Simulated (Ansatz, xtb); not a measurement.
# C3H14BNSi: 9 structures ranked

9 gas-phase structures of C3H14BNSi, from a drawn sample of its isomers (lower ones may exist). Each was relaxed with GFN2-xTB; where two conformers were screened, the lower at r2SCAN-D4/def2-SVP is listed:

A. `C[NH2+][BH2-][C@H](C)[SiH3]`, a singlet
B. `[BH3-][N@H+](C)C[SiH2]C`, a singlet
C. `[BH3-][N+](C)(C)[SiH2]C`, a singlet
D. `C[BH2-][N+](C)(C)[SiH3]`, a singlet
E. `[BH3-][N+](C)(C)C[SiH3]`, a singlet
F. `CC[NH2+][BH2-]C[SiH3]`, a singlet
G. `[BH3-][NH2+]CCC[SiH3]`, a singlet
H. `[BH3-][N@H+](C)[SiH](C)C`, a singlet
I. `[NH3+][BH2-]CCC[SiH3]`, a singlet

Question: Make a reasoned guess at their ranking by r2SCAN-D4/def2-SVP single-point energy.

Answer: Calculated order at r2SCAN-D4/def2-SVP: H (0.0), F (59.7), C (64.4), I (71.8), A (79.7), D (87.8), B (92.7), G (108.8), E (151.9) kJ/mol.

Energies above the lowest of each column, in kJ/mol; the last columns are at B3LYP-D3(BJ)/def2-SVP geometries and were run for some of them only (a dash: not run or not comparable):

```
structure  GFN2-xTB  HF/STO-3G  r2SCAN-D4/def2-SVP  B3LYP-D3(BJ)/def2-SVP  CCSD(T)/def2-SVP + ΔMP2/def2-TZVPP
        H      25.5        0.0                 0.0                    0.0                                 0.0
        F      65.2      113.1                59.7                   62.3                                77.1
        C       0.0       64.5                64.4                   62.0                                60.7
        I      86.7      121.2                71.8                   76.4                                   –
        A      84.4      136.8                79.7                   80.0                                   –
        D       5.5       91.3                87.8                      –                                   –
        B      66.3      107.2                92.7                      –                                   –
        G      53.8      132.3               108.8                      –                                   –
        E      34.1      168.8               151.9                      –                                   –
```

CCSD(T)/def2-SVP + ΔMP2/def2-TZVPP puts H lowest of those it was run on; GFN2-xTB picks C. CCSD(T)/def2-SVP + ΔMP2/def2-TZVPP orders those it was run on as H (0.0), C (60.7), F (77.1) kJ/mol. Flexible structures stand in one conformer each, not always the lowest. Frequencies (GFN2-xTB) were run for C, F, H alone. The ΔMP2 step shifts differences by up to 23.4 kJ/mol, which makes them less sure. ΔMP2 is the change of the MP2 energy from the smaller to the larger basis.

Over these structures GFN2-xTB departs from r2SCAN-D4/def2-SVP by 41.8 kJ/mol on average once a common shift is removed. A GFN2-xTB relaxation took about 0.11 s and the r2SCAN-D4/def2-SVP energy about 2.3 s on a shared host (Ansatz 0.2.0, xtb 6.7.1).
